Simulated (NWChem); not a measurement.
System: SiHF₃; SMILES F[SiH](F)F

Computed with NWChem. Pople sets run with spherical d functions. Structure relaxed at the PBE0/def2-SVP level. Static field.

Q: Order these by “isotropic polarisability (bohr³)”, lowest first: B3LYP/6-31+G*; PBE/6-31+G*; BHandHLYP/6-31+G*; LC-BLYP (range parameter 0.33 per bohr)/6-31+G*.

A: BHandHLYP/6-31+G* (20.4), B3LYP/6-31+G* (21.9), LC-BLYP (range parameter 0.33 per bohr)/6-31+G* (22.6), PBE/6-31+G* (23.3)
